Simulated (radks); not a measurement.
The numbers below are computed, except where a source is named.
Problem. The terbium ion Tb56+, configuration [He] 2s2 2p5. Code: a radial shooting solver on a logarithmic mesh with Libxc functionals. Model: Dirac Kohn-Sham, PBEsol, spin-unpolarised, spherical densities, finite nucleus; open shells fill j = l - 1/2 first; Fermi nuclear charge, rms radius 5.06 fm. Some entries of the table are withheld. Estimate them.

orbital,occ.,eigenvalue (eV),r(max) (bohr),<1/r> (bohr^-1)
1s1/2,2,-56554.44,0.01364,73.14
2s1/2,2,-12954.32,0.07671,17.92
2p1/2,2,-12625.41,0.05767,(1)
2p3/2,3,-11837.09,0.06339,(2)
3s1/2,0,-5417.264,0.2024,(3)
3p1/2,0,-5306.315,(4),7.368
3p3/2,0,-5088.769,(5),6.782

Solution. 
(1) 2p1/2 <1/r> (bohr^-1): 17.84
(2) 2p3/2 <1/r> (bohr^-1): 15.72
(3) 3s1/2 <1/r> (bohr^-1): 7.426
(4) 3p1/2 r(max) (bohr): 0.1881
(5) 3p3/2 r(max) (bohr): 0.1979
